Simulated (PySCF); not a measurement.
**Working out the ionisation energy of As**

As [Ar] 3d10 4s2 4p3 (4S) → As⁺ [Ar] 3d10 4s2 4p2 (3P). Computed with PySCF 2.14 in cc-pVTZ-DK, with scalar relativity by spin-free X2C-1e. Frozen: [Ar] 3d10. Energies in hartree (1 hartree = 27.21139 eV):

| part | As (lower) | As⁺ (upper) |
| --- | --- | --- |
| UHF | -2259.014353 | -2258.668413 |
| CCSD correlation | -0.084949 | -0.068808 |
| (T) | -0.002751 | -0.001604 |

Q: What does Hartree-Fock give?

A: (-2258.668413) − (-2259.014353) = 0.345940 hartree = 9.414 eV.

Q: What do CCSD and CCSD(T) give?

A: The CCSD correlation energies differ by 0.016141 hartree = 0.439 eV and the triples by 0.001147 hartree = 0.031 eV, so CCSD gives 9.853 eV and CCSD(T) 9.884 eV.

Measured between the centres of the two terms (NIST): 10.008 eV, so CCSD(T) (valence) is off by -0.124 eV.

What remains against the reference includes basis incompleteness, the frozen core and higher excitations.
